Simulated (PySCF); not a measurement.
H₂O, charge +1, doublet, geometry from GFN2-xTB (a state made from the parent by changing its charge; the spin is typed, not shown lowest). Base run: HF/def2-SVP in PySCF.

PySCF was given this input:
```python
from pyscf import gto, scf

mol = gto.M(
    atom='''
O     0.00838048    0.00164066    0.09925610
H    -0.05320696    0.86638286   -0.40979171
H    -0.01383690   -0.87950812   -0.38425707
''',
    basis='def2-svp',
    charge=1,
    spin=1,
    verbose=4,
)

mf = scf.UHF(mol)
mf.kernel()
mf.analyze()
```

The base run was repeated with changes; each row names its change, and settings that it needs were set with it.

```json
[
 {"change": "base", "ΔE vs base (mEh)": "0.000", "SCF cycles": "10", "<S^2>": "0.757"},
 {"change": "damp = 0.5; diis_start_cycle = 5", "ΔE vs base (mEh)": "0.000", "SCF cycles": "12", "<S^2>": "0.757"},
 {"change": "solver = newton", "ΔE vs base (mEh)": "0.000", "SCF cycles": "-", "<S^2>": "0.757"},
 {"change": "diis = off; damp = 0.3 (with mf.diis_start_cycle = 200; with mf.max_cycle = 150)", "ΔE vs base (mEh)": "0.000", "SCF cycles": "27", "<S^2>": "0.757"},
 {"change": "init_guess = 1e", "ΔE vs base (mEh)": "0.000", "SCF cycles": "11", "<S^2>": "0.757"},
 {"change": "diis_space = 4", "ΔE vs base (mEh)": "0.000", "SCF cycles": "10", "<S^2>": "0.757"},
 {"change": "diis_space = 2", "ΔE vs base (mEh)": "0.000", "SCF cycles": "16", "<S^2>": "0.757"},
 {"change": "DIIS = ADIIS", "ΔE vs base (mEh)": "0.000", "SCF cycles": "19", "<S^2>": "0.757"},
 {"change": "diis = off; damp = 0.6 (with mf.diis_start_cycle = 200; with mf.max_cycle = 150)", "ΔE vs base (mEh)": "0.000", "SCF cycles": "48", "<S^2>": "0.757"},
 {"change": "init_guess = huckel", "ΔE vs base (mEh)": "0.000", "SCF cycles": "9", "<S^2>": "0.757"},
 {"change": "conv_tol = 1e-6", "ΔE vs base (mEh)": "0.000", "SCF cycles": "8", "<S^2>": "0.757"},
 {"change": "conv_tol = 1e-7", "ΔE vs base (mEh)": "0.000", "SCF cycles": "8", "<S^2>": "0.757"},
 {"change": "conv_tol_grad = 1e-3", "ΔE vs base (mEh)": "0.000", "SCF cycles": "10", "<S^2>": "0.757"}
]
```

Open shells are given as the SCF converged; they aren't shown to be the lowest states, and a large step between rows can be another state.
